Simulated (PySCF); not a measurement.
C₆H₁₄N₂Si₂.
SMILES with atom numbers: `[CH3:1][Si@@H:2]([SiH2:3][NH2:4])[C@H:5]1[CH2:6][C@H:7]([C:8]#[N:9])[CH2:10]1` (hydrogens: H11, H12, H13 on C1; H14 on Si2; H15, H16 on Si3; H17, H18 on N4; H19 on C5; H20, H21 on C6; H22 on C7; H23, H24 on C10)

Method: PySCF, PBE0-D3(BJ)/def2-SVP geometry optimisation, gas phase; density fitting, grid level 1; the optimiser is geomeTRIC in internal coordinates, started from a GFN2-xTB structure with every atom displaced at random (about 0.01 Å).

Geometry at step 1:
```
atom  x, y, z in Å
C1      1.1876    2.4724   -0.9664
Si2     0.9055    0.6739   -0.4868
Si3     2.5816   -0.2369    0.8738
N4      2.4380   -1.9677    0.8119
C5     -0.7567    0.5106    0.4101
C6     -1.9845    0.6170   -0.5239
C7     -2.1448   -0.9219   -0.4472
C8     -3.4835   -1.4544   -0.2589
N9     -4.5400   -1.9082   -0.1530
C10    -1.1670   -0.9406    0.7538
H11     1.3122    3.1099   -0.0796
H12     0.3186    2.8541   -1.5239
H13     2.0726    2.6156   -1.6157
H14     0.8029   -0.1622   -1.7382
H15     3.9138    0.3485    0.4860
H16     2.3491    0.1851    2.2927
H17     2.9501   -2.5343    1.4881
H18     2.4036   -2.4327   -0.0897
H19    -0.7742    1.1979    1.2696
H20    -1.8276    1.0256   -1.5364
H21    -2.8375    1.1434   -0.0720
H22    -1.7114   -1.4201   -1.3281
H23    -1.7019   -1.0219    1.7193
H24    -0.3809   -1.7092    0.7188
```

Question: Give the atomic forces at this geometry.

Answer: 
```
atom  Fx (eV/Å)  Fy (eV/Å)  Fz (eV/Å)
  C1      0.165      0.111     -0.218
 Si2     -0.082     -0.017     -0.027
 Si3      0.025      0.210     -0.015
  N4      0.066     -0.223      0.149
  C5      0.012     -0.001      0.008
  C6     -0.062      0.046     -0.153
  C7     -0.105      0.060      0.069
  C8      0.494      0.015     -0.240
  N9     -0.448     -0.095      0.154
 C10     -0.110     -0.096      0.183
 H11      0.030      0.001      0.078
 H12     -0.068     -0.014     -0.013
 H13     -0.121     -0.115      0.172
 H14      0.025      0.011      0.033
 H15      0.047     -0.059      0.005
 H16      0.018     -0.029      0.015
 H17     -0.124      0.109     -0.177
 H18      0.029      0.035      0.032
 H19      0.052      0.058     -0.001
 H20     -0.032     -0.016      0.055
 H21      0.012     -0.005      0.043
 H22      0.039      0.027     -0.010
 H23      0.135      0.021     -0.212
 H24      0.002     -0.036      0.069
```

The largest, 0.55 eV/Å, acts on C8; the rms over all components is 0.122 eV/Å. The forces sum to zero within rounding, as they must for an isolated molecule in no field.

Question: Give the force on C8 in Eh/bohr and in nN.

Answer: 0.550 eV/Å ÷ 51.422 = 0.01069 Eh/bohr, and 0.550 eV/Å × 1.602 = 0.88 nN.

Question: How far is this geometry from the end of the optimisation?

Answer: 0.031 eV above it, and 0.126 Å rms away after alignment. The bonds farthest from their final lengths, with half the difference of the two atoms' forces along the bond (positive lengthens):

```
   bond  now (Å)  final (Å)  force along bond (eV/Å)
 Si3–N4    1.738      1.747                    +0.21
C10–H23    1.107      1.100                    -0.24
 C1–H13    1.107      1.100                    -0.24
 N4–H17    1.020      1.015                    -0.25
  C8≡N9    1.155      1.158                    +0.47
Si2–Si3    2.343      2.346                     0.00
```

The angle farthest from its final value is Si2–Si3–H16, 109.2° against 111.2°.

The cost below is that of the whole optimisation. On an Arm Neoverse V2 with one thread, shared host with 96 logical CPUs at a one-minute load of 68, this took 6.0 min and 1.1 GiB of memory at its peak.
